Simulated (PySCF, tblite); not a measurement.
Isomers of C7H14FP, one GFN2-xTB conformer each. Single-point energies are computed at PBE0/pcSseg-1 (PySCF, gas phase, no added dispersion term), electronic only.

Problem. Rank them by PBE0/pcSseg-1 energy, lowest first (kJ/mol).
A. `[CH3:1][CH2:2][P:3]1[CH2:4][CH2:5][CH:6]([F:7])[CH2:8][CH2:9]1` with C1–C2–P3–C4 -174°, C2–P3–C4–C5 161°, P3–C4–C5–C6 -65°, C4–C5–C6–F7 -63°, C5–C6–C8–C9 -58°
B. `[CH3:1][CH2:2]/[C:3]([F:4])=[P:5]\[C:6]([CH3:7])([CH3:8])[CH3:9]` with C1–C2–C3–F4 -71°

Solution. A (0.0), B (127.2).

GFN2-xTB itself gives, in the same order: 0.0, 115.9. Both levels put the same isomer lowest.

Problem. Which frontier levels, dipoles and rotational constants go with these structures?

Solution. 
```json
{"SMILES": "CCP1CCC(F)CC1", "HOMO (eV, PBE0/pcSseg-1)": "-6.59", "LUMO (eV)": "1.00", "dipole (D)": "0.42", "A, B, C (MHz)": "2598, 847.8, 776.7"}
{"SMILES": "CC/C(F)=P\\C(C)(C)C", "HOMO (eV, PBE0/pcSseg-1)": "-6.74", "LUMO (eV)": "-1.27", "dipole (D)": "2.97", "A, B, C (MHz)": "2059, 888.4, 751.8"}
```

Problem. What happens when harmonic zero-point energies from GFN2-xTB frequencies are added?

Solution. 
```
            SMILES  ZPE (kJ/mol)  electronic (kJ/mol)  with ZPE (kJ/mol)
     CCP1CCC(F)CC1         515.9                  0.0                0.0
CC/C(F)=P\C(C)(C)C         510.6                127.2              121.9
```

The zero-point energies span 5.3 kJ/mol. The order is unchanged.
